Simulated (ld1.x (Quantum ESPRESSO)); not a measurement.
chlorine (Cl), TM: configuration errors across variants

Cl, norm-conserving Troullier–Martins (Kleinman–Bylander form), made with ld1.x (Quantum ESPRESSO) 7.5 (PBE, non-relativistic). Core [He], reference 2s2 2p6 3s1.5 3p5.5. Waves: 2s (bound): rc 0.45 bohr; 2p (bound): rc 0.40 bohr; 3d channel at 0.45 Ry: rc 0.45 bohr. Local part: the d channel. Core correction: none.

Occupied shells without a wave of their own: 3p, 3s. They enter only through the test configuration that unscreens the potential.

All-electron excitation energies from the reference (eV): (1) 2s2 2p6 3s2 3p5 -5.973; (2) 2s2 2p6 3s2 3p4 7.917; (3) 2s2 2p6 3s2 3p3 33.376; (4) 2s2 2p6 3s2 3p2 71.689; (5) 2s2 2p6 3s2 3p4.5 -0.383; (6) 2s2 2p6 3s1 3p5 20.435; (7) 2s2 2p6 3s2 3p5.3 -8.116.

Errors AE − PS in meV (a dash: test not solved or not reliable):

```tsv
change	(1)	(2)	(3)	(4)	(5)	(6)	(7)	bound ghosts
base	+88	+112	+146	+192	+99	-80	+82	not determined
wave 2p (bound): rc 0.40 bohr becomes 2p (bound): rc 0.26 bohr	+79	+81	+81	+82	+80	-92	+79	not determined
wave 2p (bound): rc 0.40 bohr becomes 2p (bound): rc 0.28 bohr	+80	+82	+84	+86	+81	-92	+79	not determined
wave 2p (bound): rc 0.40 bohr becomes 2p (bound): rc 0.34 bohr	+82	+91	+102	+117	+86	-88	+80	not determined
wave 2p (bound): rc 0.40 bohr becomes 2p (bound): rc 0.38 bohr	+86	+104	+130	+164	+94	-83	+81	not determined
wave 2p (bound): rc 0.40 bohr becomes 2p (bound): rc 0.46 bohr	+97	+147	+217	+312	+119	-67	+86	not determined
wave 2p (bound): rc 0.40 bohr becomes 2p (bound): rc 0.50 bohr	+110	+194	+315	+476	+147	-49	+91	not determined
wave 2p (bound): rc 0.40 bohr becomes 2p (bound): rc 0.52 bohr	+114	+210	+348	+533	+157	-42	+93	not determined
wave 2p (bound): rc 0.40 bohr becomes 2p (bound): rc 0.56 bohr	+130	+270	+472	+742	+193	-19	+100	none
wave 2p (bound): rc 0.40 bohr becomes 2p (bound): rc 0.60 bohr	+153	+355	+647	+1037	+243	+14	+109	none
```

(1) Give the same row for: wave 2p (bound): rc 0.40 bohr becomes 2p (bound): rc 0.42 bohr.

Results:

(1) +91, +123, +169, +231, +106, -76, +84; bound ghosts: not determined.
